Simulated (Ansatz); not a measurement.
Two structures, one formula

Two relaxed structures of AlH$_{2}$Se, doublet (PBE0-D4/def2-TZVP; forces vanish, vibrations not checked).

A:

Al1  (-0.508, -0.652, 0.290)
Se2  (0.863, 1.108, -0.271)
H3  (0.149, -1.882, 1.036)
H4  (-2.036, -0.542, -0.100)
(Å)

B:

```xyz
4
angstrom
Al -0.5358 -0.8512 0.2011
Se 0.6829 1.0830 -0.2552
H 0.2362 -1.8975 1.1341
H -0.3834 1.6658 -1.0801
```

Ansatz 0.2.0; basis: def2-TZVPP; cores frozen in the correlated methods; orbitals are unrestricted. Filled d shells of the heavier atoms are correlated. The def2 sets are not built for correlating such inner shells, so the correlated values are less sure here. B3LYP uses VWN-RPA correlation.

**Question.** Which structure is lower at CCSD(T), and by how much? (An estimate is asked for; the value comes from the calculation.)

**Answer.** By the calculation: A, by 2.63 kcal/mol (electronic energy, against the other). By their contacts, A is AlH₂Se ([AlH2][Se]) and B is AlH₂Se ([AlH][SeH]).

**Question.** Do the other methods give the same order? (Judge from chemistry; the calculation decides.)

**Answer.** Computed: Not all: PBE-D4, PBE0-D4 give the other order.

| method | E(B) − E(A) (kcal/mol) |
| --- | --- |
| PBE-D4 | -1.34 |
| r2SCAN-D4 | 0.11 |
| PBE0-D4 | 0.00 |
| B3LYP-D4 | 2.69 |
| wB97M-V | 5.20 |
| HF | 9.27 |
| MP2 | 0.36 |
| CCSD | 3.87 |
| CCSD(T) | 2.63 |

No T1 diagnostic of these runs exceeds 0.013. ⟨S²⟩ of the unrestricted Hartree–Fock references: 0.76 (a pure state has 0.75).

Labels in which every atom is bracketed show which atoms are joined, not bond orders.

For scale, one of the runs: CCSD(T)/def2-TZVPP, 118 basis functions, launched by `ansatz run in.yaml --threads 2 --pin off --events-out ev --progress --plain --max-ram 4352MiB`. Hardware: 2 CPU threads of an Arm Neoverse V1, shared host. Wall time 26 s; peak host memory 0.95 GiB.
